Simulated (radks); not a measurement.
The numbers below are computed, except where a source is named.
Lu3+, 68 electrons, occupied as [Xe] 4f14.

Code: a radial shooting solver on a logarithmic mesh with Libxc functionals. Model: Dirac Kohn-Sham, BLYP, spin-unpolarised, spherical densities, finite nucleus; Fermi nuclear charge, rms radius 5.37 fm.

Energy parts (eV):
| part | energy |
|---|---|
| total | -396704.31 |
| kinetic | 442078.77 |
| electron-nucleus | -984581.50 |
| Hartree | 154025.94 |
| exchange-correlation | -8227.52 |

Orbitals (lengths in bohr, moments of r in powers of bohr):
| orbital | occ. | eigenvalue (eV) | <r> | <r^2> | <1/r> | small-component weight |
|---|---|---|---|---|---|---|
| 1s1/2 | 2 | -63176.96 | 0.01932 | 0.0005122 | 82.18 | 7.11e-02 |
| 2s1/2 | 2 | -10770.18 | 0.08124 | 0.007861 | 19.88 | 1.60e-02 |
| 2p1/2 | 2 | -10283.20 | 0.06740 | 0.005640 | 19.86 | 1.61e-02 |
| 2p3/2 | 4 | -9165.346 | 0.07501 | 0.006849 | 16.96 | 1.46e-02 |
| 3s1/2 | 2 | -2460.799 | 0.2122 | 0.05160 | 7.291 | 5.21e-03 |
| 3p1/2 | 2 | -2244.918 | 0.2020 | 0.04753 | 7.208 | 5.16e-03 |
| 3p3/2 | 4 | -2006.503 | 0.2162 | 0.05423 | 6.463 | 4.75e-03 |
| 3d3/2 | 4 | -1639.261 | 0.1898 | 0.04235 | 6.353 | 4.63e-03 |
| 3d5/2 | 6 | -1587.199 | 0.1942 | 0.04420 | 6.174 | 4.52e-03 |
| 4s1/2 | 2 | -510.7855 | 0.4779 | 0.2582 | 3.054 | 1.69e-03 |
| 4p1/2 | 2 | -422.8308 | 0.4850 | 0.2681 | 2.944 | 1.61e-03 |
| 4p3/2 | 4 | -368.5614 | 0.5178 | 0.3053 | 2.683 | 1.45e-03 |
| 4d3/2 | 4 | -223.7992 | 0.5410 | 0.3402 | 2.462 | 1.26e-03 |
| 4d5/2 | 6 | -213.8953 | 0.5526 | 0.3547 | 2.398 | 1.22e-03 |
| 4f5/2 | 6 | -36.8338 | 0.7097 | 0.6603 | 1.849 | 7.79e-04 |
| 4f7/2 | 8 | -35.3048 | 0.7242 | 0.6903 | 1.818 | 7.58e-04 |
| 5s1/2 | 2 | -87.3645 | 1.167 | 1.532 | 1.147 | 3.49e-04 |
| 5p1/2 | 2 | -62.8511 | 1.301 | 1.919 | 1.016 | 2.79e-04 |
| 5p3/2 | 4 | -55.7708 | 1.405 | 2.240 | 0.9273 | 2.40e-04 |
| 5d3/2 | 0 | -25.5014 | 2.036 | 4.803 | 0.6263 | 1.10e-04 |
| 5d5/2 | 0 | -24.9298 | 2.083 | 5.023 | 0.6102 | 1.05e-04 |
| 6s1/2 | 0 | -24.9294 | 2.869 | 9.155 | 0.4443 | 6.60e-05 |

The highest occupied level is 4f7/2 at -35.305 eV. Summed over all electrons, <r^2> = 32.01 bohr^2, which gives a Langevin (diamagnetic) susceptibility term of -25.4 x 10^-6 cm^3/mol.
